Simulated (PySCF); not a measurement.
SMILES CSc1cccc([SiH3])c1 (C7H10SSi), singlet, GFN2-xTB optimised geometry.

```
19

C     -1.15    -2.62    -0.06
S     -2.35    -1.27     0.00
C     -1.36     0.20     0.00
C     -2.05     1.41     0.00
C     -1.35     2.60     0.00
C      0.03     2.59     0.00
C      0.74     1.39     0.00
Si     2.63     1.37    -0.03
C      0.02     0.20     0.00
H     -1.74    -3.53    -0.09
H     -0.52    -2.61     0.83
H     -0.55    -2.54    -0.97
H     -3.13     1.40     0.00
H     -1.89     3.53     0.00
H      0.57     3.53     0.00
H      3.08     1.20    -1.41
H      3.10     0.24     0.78
H      3.13     2.63     0.52
H      0.57    -0.73     0.00
```

Density from B3LYP/def2-SVP (PySCF) at that geometry.

Minimum of the electron density along straight lines between bonded atoms, close to the bond critical point (lines longer than 1.1 times the sum of covalent radii, or with two minima, are not listed):

```json
[
 {"bond": "C1–S2", "length / Å": "1.816", "ρ at the minimum / e bohr⁻³": "0.181", "∇²ρ there / e bohr⁻⁵": "-0.32", "position (fraction from the first atom)": "0.46"},
 {"bond": "S2–C3", "length / Å": "1.770", "ρ at the minimum / e bohr⁻³": "0.198", "∇²ρ there / e bohr⁻⁵": "-0.40", "position (fraction from the first atom)": "0.52"},
 {"bond": "C3–C4", "length / Å": "1.393", "ρ at the minimum / e bohr⁻³": "0.309", "∇²ρ there / e bohr⁻⁵": "-0.79", "position (fraction from the first atom)": "0.51"},
 {"bond": "C4–C5", "length / Å": "1.380", "ρ at the minimum / e bohr⁻³": "0.316", "∇²ρ there / e bohr⁻⁵": "-0.82", "position (fraction from the first atom)": "0.50"},
 {"bond": "C5–C6", "length / Å": "1.385", "ρ at the minimum / e bohr⁻³": "0.314", "∇²ρ there / e bohr⁻⁵": "-0.82", "position (fraction from the first atom)": "0.50"},
 {"bond": "C6–C7", "length / Å": "1.390", "ρ at the minimum / e bohr⁻³": "0.309", "∇²ρ there / e bohr⁻⁵": "-0.78", "position (fraction from the first atom)": "0.50"},
 {"bond": "C7–Si8", "length / Å": "1.887", "ρ at the minimum / e bohr⁻³": "0.114", "∇²ρ there / e bohr⁻⁵": "0.33", "position (fraction from the first atom)": "0.62"},
 {"bond": "C3–C9", "length / Å": "1.385", "ρ at the minimum / e bohr⁻³": "0.312", "∇²ρ there / e bohr⁻⁵": "-0.79", "position (fraction from the first atom)": "0.51"},
 {"bond": "C7–C9", "length / Å": "1.392", "ρ at the minimum / e bohr⁻³": "0.307", "∇²ρ there / e bohr⁻⁵": "-0.77", "position (fraction from the first atom)": "0.50"},
 {"bond": "C1–H10", "length / Å": "1.086", "ρ at the minimum / e bohr⁻³": "0.280", "∇²ρ there / e bohr⁻⁵": "-1.06", "position (fraction from the first atom)": "0.64"},
 {"bond": "C1–H11", "length / Å": "1.086", "ρ at the minimum / e bohr⁻³": "0.280", "∇²ρ there / e bohr⁻⁵": "-1.06", "position (fraction from the first atom)": "0.64"},
 {"bond": "C1–H12", "length / Å": "1.086", "ρ at the minimum / e bohr⁻³": "0.280", "∇²ρ there / e bohr⁻⁵": "-1.06", "position (fraction from the first atom)": "0.64"},
 {"bond": "C4–H13", "length / Å": "1.080", "ρ at the minimum / e bohr⁻³": "0.285", "∇²ρ there / e bohr⁻⁵": "-1.09", "position (fraction from the first atom)": "0.63"},
 {"bond": "C5–H14", "length / Å": "1.080", "ρ at the minimum / e bohr⁻³": "0.284", "∇²ρ there / e bohr⁻⁵": "-1.08", "position (fraction from the first atom)": "0.63"},
 {"bond": "C6–H15", "length / Å": "1.080", "ρ at the minimum / e bohr⁻³": "0.284", "∇²ρ there / e bohr⁻⁵": "-1.08", "position (fraction from the first atom)": "0.63"},
 {"bond": "Si8–H16", "length / Å": "1.466", "ρ at the minimum / e bohr⁻³": "0.116", "∇²ρ there / e bohr⁻⁵": "0.33", "position (fraction from the first atom)": "0.49"},
 {"bond": "Si8–H17", "length / Å": "1.465", "ρ at the minimum / e bohr⁻³": "0.116", "∇²ρ there / e bohr⁻⁵": "0.33", "position (fraction from the first atom)": "0.49"},
 {"bond": "Si8–H18", "length / Å": "1.463", "ρ at the minimum / e bohr⁻³": "0.117", "∇²ρ there / e bohr⁻⁵": "0.34", "position (fraction from the first atom)": "0.49"},
 {"bond": "C9–H19", "length / Å": "1.079", "ρ at the minimum / e bohr⁻³": "0.285", "∇²ρ there / e bohr⁻⁵": "-1.08", "position (fraction from the first atom)": "0.63"}
]
```
